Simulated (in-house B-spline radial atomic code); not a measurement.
Inner levels of lutetium as electrons are removed. A shift is the extra binding of the orbital against the neutral atom ([Xe] 4f14 5d3/2(1) 6s2). The density at the nucleus is averaged over the nuclear charge. Computed with a B-spline radial code for spherical atoms: Dirac-Hartree-Fock, jj configuration that fills j = l - 1/2 first, finite nuclei.

A number in brackets counts the electrons of a j subshell.

| ion | configuration | shift of 3d3/2 (eV) | shift of 2p1/2 (eV) | shift of 2p3/2 (eV) | radius of 3d3/2 (bohr) | radius of 2p1/2 (bohr) | radius of 2p3/2 (bohr) | Σ<r²> (bohr²) | change of density at nucleus (bohr⁻³) |
| --- | --- | --- | --- | --- | --- | --- | --- | --- | --- |
| Lu29+ | [Kr] 4d3/2(4) 4d5/2(2) | 1049.05 | 1058.59 | 1056.34 | 0.18782 | 0.067501 | 0.075058 | 4.2388 | 551.12 |
| Lu30+ | [Kr] 4d3/2(4) 4d5/2(1) | 1109.69 | 1123.95 | 1120.69 | 0.18754 | 0.067494 | 0.075046 | 3.9427 | 732.58 |
| Lu31+ | [Kr] 4d3/2(4) | 1171.28 | 1190.48 | 1186.16 | 0.18726 | 0.067487 | 0.075033 | 3.656 | 919.34 |
| Lu32+ | [Kr] 4d3/2(3) | 1232.86 | 1257.97 | 1254.52 | 0.18731 | 0.067474 | 0.07502 | 3.384 | 1119.65 |
| Lu33+ | [Kr] 4d3/2(2) | 1295.35 | 1326.59 | 1324.04 | 0.18706 | 0.067461 | 0.075007 | 3.1204 | 1325.4 |
| Lu34+ | [Kr] 4d3/2(1) | 1358.75 | 1396.36 | 1394.73 | 0.18679 | 0.067446 | 0.074993 | 2.865 | 1536.64 |
| Lu35+ | [Ar] 3d10 4s2 4p6 | 1423.05 | 1467.26 | 1466.59 | 0.18651 | 0.067432 | 0.074979 | 2.6173 | 1753.36 |
| Lu36+ | [Ar] 3d10 4s2 4p1/2(2) 4p3/2(3) | 1487.98 | 1539.08 | 1537.03 | 0.18623 | 0.067415 | 0.074968 | 2.3703 | 1998.79 |
| Lu37+ | [Ar] 3d10 4s2 4p1/2(2) 4p3/2(2) | 1553.62 | 1611.83 | 1608.35 | 0.18593 | 0.067399 | 0.074955 | 2.129 | 2249.19 |
| Lu38+ | [Ar] 3d10 4s2 4p1/2(2) 4p3/2(1) | 1619.98 | 1685.49 | 1680.56 | 0.18563 | 0.067381 | 0.074941 | 1.8934 | 2504.58 |
| Lu39+ | [Ar] 3d10 4s2 4p1/2(2) | 1687.04 | 1760.07 | 1753.64 | 0.18533 | 0.067364 | 0.074927 | 1.6631 | 2764.96 |
| Lu40+ | [Ar] 3d10 4s2 4p1/2(1) | 1756.54 | 1836.77 | 1831.34 | 0.18499 | 0.067357 | 0.074903 | 1.4549 | 2783.14 |
| Lu41+ | [Ar] 3d10 4s2 | 1826.79 | 1914.4 | 1910.01 | 0.18464 | 0.067349 | 0.074879 | 1.2516 | 2798.57 |
| Lu42+ | [Ar] 3d10 4s1 | 1897.35 | 1992.3 | 1987.28 | 0.18432 | 0.067333 | 0.07486 | 1.0505 | -1503.22 |
| Lu43+ | [Ar] 3d10 | 1968.55 | 2071.03 | 2065.37 | 0.18399 | 0.067317 | 0.07484 | 0.85336 | -5923.38 |
| Lu44+ | [Ar] 3d3/2(4) 3d5/2(5) | 2090.82 | 2220.9 | 2210.86 | 0.18248 | 0.067282 | 0.074765 | 0.80135 | -5448.55 |
| Lu45+ | [Ar] 3d3/2(4) 3d5/2(4) | 2214.65 | 2372.99 | 2358.4 | 0.181 | 0.067246 | 0.074688 | 0.75099 | -4962.94 |
| Lu46+ | [Ar] 3d3/2(4) 3d5/2(3) | 2340.04 | 2527.27 | 2507.97 | 0.17954 | 0.067208 | 0.074608 | 0.70223 | -4466.53 |
| Lu47+ | [Ar] 3d3/2(4) 3d5/2(2) | 2466.99 | 2683.75 | 2659.57 | 0.17811 | 0.067168 | 0.074526 | 0.65498 | -3959.32 |
| Lu48+ | [Ar] 3d3/2(4) 3d5/2(1) | 2595.5 | 2842.41 | 2813.19 | 0.17671 | 0.067127 | 0.074442 | 0.60919 | -3441.25 |
| Lu49+ | [Ar] 3d3/2(4) | 2725.56 | 3003.26 | 2968.82 | 0.17533 | 0.067084 | 0.074356 | 0.56481 | -2912.33 |
| Lu50+ | [Ar] 3d3/2(3) | 2856.88 | 3164.08 | 3133.16 | 0.17394 | 0.066999 | 0.074281 | 0.52299 | -2341.64 |
| Lu51+ | [Ar] 3d3/2(2) | 2989.76 | 3326.96 | 3299.68 | 0.17258 | 0.066911 | 0.074204 | 0.48245 | -1759.22 |
| Lu52+ | [Ar] 3d3/2(1) | 3124.19 | 3491.91 | 3468.35 | 0.17125 | 0.066822 | 0.074125 | 0.44312 | -1165.02 |
